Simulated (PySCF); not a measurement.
Gas-phase reaction: SnO + 3 ClO ⇌ SnCl3 + 4 O

Computed with PySCF and rigid-rotor harmonic-oscillator thermochemistry at 1 bar. † marks an energy on the PBE0/def2-TZVP geometry and frequencies; other levels use their own. Open shells (unrestricted): ClO (multiplicity 2, electronic degeneracy 4), SnCl3 (multiplicity 2), O (multiplicity 3, electronic degeneracy 9); the rest are closed-shell singlets. Spin-orbit splitting is ignored; it lowers the true energy and changes the entropy of ClO, O. B3LYP is the form with VWN-RPA correlation. Sn: scalar-relativistic def2 core potential, no spin-orbit coupling. SnCl3: computed as isolated molecules; such fragments, hydroxides, amides, oligomers or adducts are transient or little studied in the gas. The harmonic model lacks anharmonicity and excited electronic states, which grow with temperature; levels with a mode under 35 cm⁻¹ are left out. Soft modes under 120 cm⁻¹ make the harmonic entropy rough for SnCl3.

```
level               ΔE electronic, kJ  ΔH°(298 K), kJ  ΔS°(298 K), J/K  ΔG°(1000 K), kJ
------------------  -----------------  --------------  ---------------  ---------------
B3LYP/def2-TZVP†                  437             432               86              331
BLYP/def2-TZVP†                   589             584               86              482
PBE/def2-SVP                      526             522               88              420
PBE/def2-TZVP†                    612             606               86              505
PBE0/def2-QZVP†                   400             395               86              293
PBE0/def2-SVP†                    284             279               86              178
PBE0/def2-TZVP                    389             384               86              282
r2SCAN/def2-TZVP†                 431             426               86              325
LDA/def2-TZVP†                    846             841               86              739
ωB97X-V/def2-TZVP†                396             391               86              289
```
ΔH° is lowest at PBE0/def2-SVP† and highest at LDA/def2-TZVP†. No reference value is set beside these.
